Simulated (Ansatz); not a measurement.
Frontier orbitals of `[F][SnH2][AsH2]`.

```xyz
7

F     1.471    1.684    0.889
Sn    0.819    0.227   -0.198
As   -1.737    0.221    0.231
H     1.227    0.672   -1.794
H     1.701   -1.120    0.367
H    -1.578   -0.819    1.332
H    -1.904   -0.866   -0.828
```

The species carries charge 0 and has multiplicity 1. Correlated methods include outer-core shells of As, Sn, which these sets cover unevenly. Scalar relativity is left out up to krypton. Sn: def2 effective core potential. All single points use the PBE0-D4/def2-TZVP geometry. Basis def2-TZVPP, the Gaussian-basis code of Ansatz.

| functional | HOMO (eV) | LUMO (eV) | gap (eV) |
| --- | --- | --- | --- |
| PBE | -6.76 | -1.71 | 5.05 |
| r2SCAN | -7.04 | -1.50 | 5.54 |
| PBE0 | -7.81 | -0.90 | 6.91 |
| B3LYP | -7.61 | -1.17 | 6.44 |
| HSE06 (plane-wave form) | -7.43 | -1.26 | 6.17 |
| BHLYP | -8.72 | -0.10 | 8.62 |
| CAM-B3LYP | -9.01 | 0.02 | 9.03 |
| ωB97M-V | -9.81 | 0.79 | 10.60 |

From PBE to PBE0 the HOMO moves by −1.06 eV and the LUMO by +0.81 eV, and with ωB97M-V by −3.05 and +2.49 eV, so the gap grows from 5.05 to 10.60 eV with exact exchange. A positive LUMO is unbound and depends on the basis.

B3LYP here is the variant with VWN-RPA as its local correlation; programs differ in this.
